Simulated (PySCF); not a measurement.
W(O)(S)(NH2)2 (H4N2OSW), SMILES [NH2][W]([NH2])(=[O])=[S], multiplicity 1. Geometry optimised at PBE0-D3(BJ)/def2-SVP. The spin state was assumed, not searched. The structure was generated by enumeration; whether it is a known compound was not checked. The def2 effective core potentials stand for the cores of W; spin–orbit coupling is left out. Other conformers were not sampled.

Computed equilibrium geometry at PBE0-D3(BJ)/def2-SVP (PySCF confirms it by a frequency run) as Cartesian coordinates in Å, and its point group (one conformer of several):
point group Cs.
```xyz
9

W      0.1455     0.0472     0.0000
O      0.7805     1.6272     0.0000
S     -2.0035    -0.0416     0.0000
N      0.7951    -0.8284    -1.6033
H      0.3186    -1.5824    -2.0897
H      1.6362    -0.5418    -2.0965
N      0.7951    -0.8284     1.6033
H      1.6362    -0.5418     2.0965
H      0.3186    -1.5824     2.0897
```
Charge 0, spin multiplicity 1.
